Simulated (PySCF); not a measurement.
3-silyloxypropanenitrile (C3H7NOSi), SMILES N#CCCO[SiH3]. Atoms are numbered in the order given.

```xyz
13

N     -0.5450    -3.6323     0.0000
C      0.0267    -2.6200     0.0000
C      0.7066    -1.3326     0.0000
C     -0.2728    -0.1562     0.0000
O      0.4896     1.0261     0.0000
Si    -0.1865     2.5577     0.0000
H      1.3586    -1.2602    -0.8865
H      1.3586    -1.2602     0.8865
H     -0.9258    -0.2180     0.8928
H     -0.9258    -0.2180    -0.8928
H     -1.0365     2.7547     1.2144
H     -1.0365     2.7547    -1.2144
H      0.9537     3.5088     0.0000
```

The structure is a stationary point at r2SCAN-D4/def2-SVP. One conformer was computed; it need not be the lowest.

These are PBE/def2-TZVP (PySCF) values and carry that method's errors.

ESP charges are fitted to the potential on shells at 1.4 to 2.0 van der Waals radii. Atomic charges (e):

```
atom  ESP fit  Löwdin  meta-Löwdin
----  -------  ------  -----------
N1      -0.45       ?        -0.22
C2       0.35   -0.21         0.10
C3      -0.33       ?        -0.23
C4       0.28       ?         0.01
O5      -0.35    0.08        -0.58
Si6      0.27    0.16         0.68
H7       0.16       ?         0.16
H8       0.16       ?         0.16
H9       0.03    0.13         0.11
H10      0.03    0.13         0.11
H11     -0.05   -0.04        -0.10
H12     -0.05   -0.04        -0.10
H13     -0.02   -0.03        -0.08
```

Q: Fill in the missing entries. (The exact figures need the calculation; the answer reports its results.)

A: 
- N1, Löwdin: 0.06
- C3, Löwdin: -0.25
- C4, Löwdin: -0.33
- H7, Löwdin: 0.17
- H8, Löwdin: 0.17

Q: Give the Mayer and Wiberg (Löwdin basis) orders of the bonds. (The exact figures need the calculation; the answer reports its results.)

A: 
```json
[
 {"bond": "N1–C2", "Mayer": "3.12", "Wiberg": "3.32"},
 {"bond": "C2–C3", "Mayer": "0.98", "Wiberg": "1.32"},
 {"bond": "C3–C4", "Mayer": "0.99", "Wiberg": "1.20"},
 {"bond": "C4–O5", "Mayer": "1.01", "Wiberg": "1.51"},
 {"bond": "O5–Si6", "Mayer": "1.15", "Wiberg": "1.55"},
 {"bond": "C3–H7", "Mayer": "0.92", "Wiberg": "0.81"},
 {"bond": "C3–H8", "Mayer": "0.92", "Wiberg": "0.81"},
 {"bond": "C4–H9", "Mayer": "0.94", "Wiberg": "0.87"},
 {"bond": "C4–H10", "Mayer": "0.94", "Wiberg": "0.87"},
 {"bond": "Si6–H11", "Mayer": "0.93", "Wiberg": "0.96"},
 {"bond": "Si6–H12", "Mayer": "0.93", "Wiberg": "0.96"},
 {"bond": "Si6–H13", "Mayer": "0.95", "Wiberg": "0.97"}
]
```
